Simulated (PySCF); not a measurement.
C8H8NP.
SMILES: `C#Cc1ncc(C)c(C)p1`

The closed-shell ground state was solved at several levels (PySCF, density fitting, gas phase, non-relativistic). Isolated species at its PBE0-D3(BJ)/def2-SVP geometry, gas phase.

```json
{"level": "PBE0/pcSseg-1", "basis functions": "217", "total energy (Eh)": "-705.0632", "HOMO (eV)": "-6.90", "LUMO (eV)": "-1.96", "gap (eV)": "4.94", "dipole (D)": "3.13"}
{"level": "CAM-B3LYP/def2-SVPD", "basis functions": "268", "total energy (Eh)": "-705.1315", "HOMO (eV)": "-7.97", "LUMO (eV)": "-0.91", "gap (eV)": "7.06", "dipole (D)": "3.17"}
```

**Question.** What might CAM-B3LYP/pcSseg-1 (217 basis functions) give for the same quantities?

**Answer.** Total energy -705.4349 Eh, HOMO -7.98 eV, LUMO -0.91 eV, gap 7.07 eV, dipole 3.13 D.

**Question.** How far do the dipole and the HOMO energy spread over the levels?

**Answer.** The dipole runs from 3.13 to 3.17 D (mean 3.14 D) and the HOMO from -7.98 to -6.90 eV.
